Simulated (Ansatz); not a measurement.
```yaml
crystal:
  periodic: [false, false, false]
  atoms:
    - {symbol: C, position_ang: [-1.400366, 0.539383, -0.511339]}
    - {symbol: B, position_ang: [-0.062583, 0.042255, 0.134656]}
    - {symbol: Ga, position_ang: [1.273183, -1.106005, -0.993064]}
    - {symbol: B, position_ang: [0.406630, 0.370557, 1.698095]}
    - {symbol: F, position_ang: [1.149788, 1.426224, 2.032466]}
    - {symbol: H, position_ang: [-2.219432, 0.692331, 0.195652]}
    - {symbol: H, position_ang: [-1.129429, 1.547932, -0.870285]}
    - {symbol: H, position_ang: [-1.769454, -0.005227, -1.381858]}
    - {symbol: H, position_ang: [2.326000, -0.433070, -1.955002]}
    - {symbol: H, position_ang: [1.276485, -2.681792, -0.950711]}
    - {symbol: H, position_ang: [0.149176, -0.392588, 2.601390]}
basis:
  gaussian: {orbitals: cc-pVTZ}
hamiltonian: {xc: {name: B3LYP}, dispersion: d3bj}
output: {forces: true}
```

```sh
$ ansatz run in.yaml --threads 4 --pin off --events-out ev --progress --plain --max-ram 10444MiB
```

It prints (some lines left out):

```
Functional definition: B3LYP
1486 factors; their error is unknown
mean field evaluation 1: about -57579.2400 eV, gradient 6.0e1 eV
mean field evaluation 2: about -57572.4119 eV, gradient 7.8e1 eV
mean field evaluation 4: about -57586.8295 eV, gradient 3.1e0 eV
mean field evaluation 8: about -57586.8483 eV, gradient 6.5e-2 eV
mean field evaluation 16: about -57586.9888 eV, gradient 2.3e-4 eV
mean field -57586.98875916 eV, -2116.2828030362 hartree, gradient 2.6e-5 eV, S^2 0.000000; 0 other end points of the search recorded, 0 dependent functions left out
reference -57586.98907281 eV, -2116.2828145626 hartree; 31, 31 occupied and 216, 216 virtual orbitals, 1486 factors
Total energy: -57587.33750045 eV, -2116.2956190422 hartree
Atom 0 at    -1.400366     0.539383    -0.511339 Å, force    -0.058230     0.066784    -0.043549 eV/Å
Atom 1 at    -0.062583     0.042255     0.134656 Å, force     0.014899     0.010669     0.137691 eV/Å
Atom 2 at     1.273183    -1.106005    -0.993064 Å, force     0.039728    -0.036642    -0.043391 eV/Å
Atom 3 at     0.406630     0.370557     1.698095 Å, force    -0.116443    -0.196634     0.006584 eV/Å
Atom 4 at     1.149788     1.426224     2.032466 Å, force     0.075575     0.109136     0.034651 eV/Å
Atom 5 at    -2.219432     0.692331     0.195652 Å, force     0.031853    -0.017331    -0.043057 eV/Å
Atom 6 at    -1.129429     1.547932    -0.870285 Å, force    -0.030977    -0.036976     0.004935 eV/Å
Atom 7 at    -1.769454    -0.005227    -1.381858 Å, force     0.010387     0.025467     0.050659 eV/Å
Atom 8 at     2.326000    -0.433070    -1.955002 Å, force     0.003072    -0.007453    -0.001091 eV/Å
Atom 9 at     1.276485    -2.681792    -0.950711 Å, force     0.006296     0.001332    -0.004399 eV/Å
Atom 10 at     0.149176    -0.392588     2.601390 Å, force     0.023841     0.081649    -0.099033 eV/Å
Dipole moment:    -0.312345     0.016105    -0.136781 e Å
```

Run time 4.6 s (4 threads of an Arm Neoverse V2 on a shared host); peak host memory 0.73 GiB.
